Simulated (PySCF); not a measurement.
## Field gradients at the hydrogen positions

Compound: C₇H₈F₂.
SMILES with atom numbers: `[CH:1]#[C:2][C@@:3]1([F:4])[CH2:5][CH2:6][C@H:7]1[CH2:8][F:9]` (hydrogens: H10 on C1; H11, H12 on C5; H13, H14 on C6; H15 on C7; H16, H17 on C8)

Geometry (GFN2-xTB, Å), atoms numbered from 1 in this order:
```
atom  x, y, z in Å
C1     2.0655   -1.3896   -1.0115
C2     1.4978   -0.7095   -0.2065
C3     0.8626    0.1466    0.7715
F4     1.5591    0.0698    1.9671
C5     0.6094    1.5893    0.2878
C6    -0.8895    1.2704    0.1747
C7    -0.6622   -0.0418    0.9496
C8    -1.2671   -1.3155    0.3908
F9    -2.6242   -1.3250    0.6049
H10    2.5496   -1.9882   -1.7243
H11    1.1226    1.8690   -0.6291
H12    0.8433    2.3068    1.0707
H13   -1.2058    1.0930   -0.8511
H14   -1.5666    1.9811    0.6406
H15   -0.9276    0.0522    2.0041
H16   -0.8586   -2.2003    0.8910
H17   -1.1152   -1.3961   -0.6908
```

Level: PBE0/pcSseg-1 (PySCF, non-relativistic); Q(2H) = 0.00286 b; rigid geometry, the same for H and D, with no vibrational averaging.

Question: Rank these positions by the coupling χzz of a deuteron there, largest first.
A. H10 (alkyne hydrogen)
B. H17 (methylene hydrogen)
C. H15 (methine hydrogen)
D. H13 (methylene hydrogen)

Answer: A (265 kHz), D (209 kHz), C (202 kHz), B (192 kHz).

Question: Tabulate Vzz, the asymmetry η and χzz = 234.96 MHz × Q × Vzz for every hydrogen position.

Answer: 
| atom | bonded to | bond length (Å) | Vzz (au) | η | χzz (kHz) |
| --- | --- | --- | --- | --- | --- |
| H10 | C1 | 1.049 | 0.3946 | 0.01 | 265 |
| H11 | C5 | 1.087 | 0.3111 | 0.01 | 209 |
| H12 | C5 | 1.087 | 0.3117 | 0.01 | 209 |
| H13 | C6 | 1.088 | 0.3106 | 0.01 | 209 |
| H14 | C6 | 1.087 | 0.3152 | 0.00 | 212 |
| H15 | C7 | 1.092 | 0.2999 | 0.03 | 202 |
| H16 | C8 | 1.095 | 0.2864 | 0.07 | 192 |
| H17 | C8 | 1.095 | 0.2850 | 0.06 | 192 |

Question: How does χzz go with the bond length over the 8 C–H bonds?

Answer: A straight-line fit has a slope of -15.4 kHz for each 0.01 Å, with a correlation coefficient of -0.99, over lengths from 1.049 to 1.095 Å. The longer bonds have the smaller couplings here.

Question: Give the 2H NMR doublet splittings at H15 for a magnetic field along the z, y and x axes of the gradient: 3χ/2, 3χ(1 + η)/4, 3χ(1 − η)/4.

Answer: With |χ| = 201.5 kHz and η = 0.034: 302, 156 and 146 kHz, to first order and without motion.

Geometry: GFN2-xTB, one conformer, isolated molecule. GFN2-xTB bond lengths can be off by several hundredths of an ångström, more for odd bonds, and the gradients follow them. With so small a basis the couplings can be 20 % off.
